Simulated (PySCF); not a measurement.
H3O3Os, SMILES [OH][Os]([OH])[OH] (connectivity only; charge and spin as stated), neutral, multiplicity 4.

The structure is a stationary point at PBE0-D3(BJ)/def2-SVP. The multiplicity is an assumed one; other spin states were not compared. The def2 effective core potentials stand for the cores of Os; spin–orbit coupling is left out. The values are those of a single conformer.

Computed with PBE0-D3(BJ)/def2-SVP in PySCF 2.14.0.

Frequencies are harmonic and unscaled.

Computed normal modes with their intensities:
```
mode  ν (cm⁻¹)  IR (km/mol)  moving atoms (share of kinetic energy)
----  --------  -----------  --------------------------------------
1          109         19.2                 O 61 %, H 29 %, Os 10 %
2          136         63.7                          H 67 %, O 30 %
3          192          2.5                 O 68 %, Os 18 %, H 13 %
4          259          7.6                          O 76 %, H 19 %
5          395        104.4                          H 89 %, O 10 %
6          469        101.5                          H 88 %, O 12 %
7          621        171.9                          H 87 %, O 13 %
8          669         94.8                          O 88 %, Os 8 %
9          695        111.3                         O 83 %, Os 11 %
10         719         39.7                                  O 91 %
11         794        103.7                          H 88 %, O 11 %
12         859        138.4                          H 88 %, O 11 %
13        3787        117.6                                  H 94 %
14        3854        155.1                                  H 94 %
15        3880        144.2                                  H 94 %
```
